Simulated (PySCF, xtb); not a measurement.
Si(NHSiH3)2(Cl)2 (Cl2H8N2Si3), SMILES [SiH3]N[Si](Cl)(Cl)N[SiH3]. One conformer was computed; it need not be the lowest.

Harmonic wavenumbers (cm⁻¹) from GFN2-xTB in xtb 6.7.1 at its own minimum, in rising order: 20, 38, 63, 90, 95, 104, 126, 163, 203, 217, 246, 257, 287, 443, 536, 575, 578, 588, 594, 711, 744, 749, 752, 788, 789, 800, 816, 976, 1000, 1190, 1206, 2239, 2246, 2258, 2261, 2263, 2266, 3487, 3489.

**Question.** What does PBE-D3(BJ)/def2-SVP run with PySCF 2.14.0 give at its own minimum? (The exact figures need the calculation; the answer reports its results.)

**Answer.** 31, 51, 89, 117, 120, 128, 155, 180, 242, 284, 310, 343, 396, 465, 576, 625, 640, 682, 692, 755, 788, 891, 901, 904, 908, 922, 926, 955, 972, 1127, 1149, 2151, 2171, 2173, 2176, 2180, 2183, 3503, 3529. Paired by order, the mean absolute difference is 63 cm⁻¹ and the zero-point energies are 51.8 and 53.4 kcal/mol.
